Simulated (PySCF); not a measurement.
CH7BO2Si, SMILES OB(O)C[SiH3] (GFN2-xTB optimised geometry):

```
12

O     -0.590    -1.279    -0.054
B      0.031    -0.081     0.000
O      1.397    -0.081     0.000
C     -0.840     1.240     0.000
Si    -1.092     1.893    -1.768
H      0.011    -2.025    -0.086
H      1.820     0.775     0.026
H     -0.376     2.025     0.599
H     -1.820     1.047     0.433
H     -1.889     3.123    -1.699
H      0.210     2.219    -2.368
H     -1.773     0.905    -2.605
```

Computed with CAM-B3LYP/def2-TZVP (PySCF).

Q: What are the frontier orbital energies and the dipole moment?

A: HOMO-2 -10.78 eV, HOMO-1 -10.68 eV, HOMO -10.08 eV, LUMO 1.12 eV, LUMO+1 1.96 eV; dipole moment 1.39 D.

Meta-Löwdin charges at CAM-B3LYP/def2-TZVP: O1 -0.53, B2 0.46, O3 -0.54, C4 -0.58, Si5 0.54, H6 0.35, H7 0.36, H8 0.12, H9 0.14, H10 -0.11, H11 -0.11, H12 -0.10.
